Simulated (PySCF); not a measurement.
CH8Si2, charge +1, multiplicity 2. Atoms are numbered in the order given.

```xyz
11

Si     1.4800     0.0000     0.2601
C      0.0000     0.0000    -1.0690
Si    -1.4800     0.0000     0.2601
H      2.4862     0.0000    -0.8470
H      1.4147    -1.2441     1.0528
H      1.4147     1.2441     1.0528
H      0.0000     0.9076    -1.6924
H      0.0000    -0.9076    -1.6924
H     -1.4147    -1.2441     1.0528
H     -1.4147     1.2441     1.0528
H     -2.4862     0.0000    -0.8470
```
Charge +1, spin multiplicity 2.

Geometry: ωB97X-D3(BJ)/def2-SVP. A frequency run showed that this geometry is not a minimum. The multiplicity is an assumed one; other spin states were not compared.

Method: TDA-B3LYP/def2-SVPD run with PySCF 2.14.0.

Vertical excitations. Isolated molecule, no solvent.

Computed UV-visible absorptions:
```csv
state,energy (eV),λ (nm),f,main pairs
root 1,2.67,465,0.001,"β HOMO−1→LUMO 81 %, β HOMO−4→LUMO 18 %"
root 2,2.68,462,0.000,β HOMO→LUMO 100 %
root 3,2.93,424,0.000,β HOMO−2→LUMO 98 %
root 4,3.16,392,0.000,β HOMO−3→LUMO 98 %
root 5,3.77,329,0.225,"β HOMO−4→LUMO 78 %, β HOMO−1→LUMO 17 %"
root 6,4.82,257,0.000,β HOMO−5→LUMO 98 %
root 7,6.72,184,0.001,α HOMO→LUMO 96 %
root 8,7.53,165,0.000,"α HOMO−1→LUMO 71 %, β HOMO→LUMO+1 24 %"
root 9,7.59,163,0.032,β HOMO−7→LUMO 89 %
root 10,7.62,163,0.000,"α HOMO−3→LUMO 20 %, β HOMO−6→LUMO 72 %"
```
Unrestricted roots are not spin-pure.
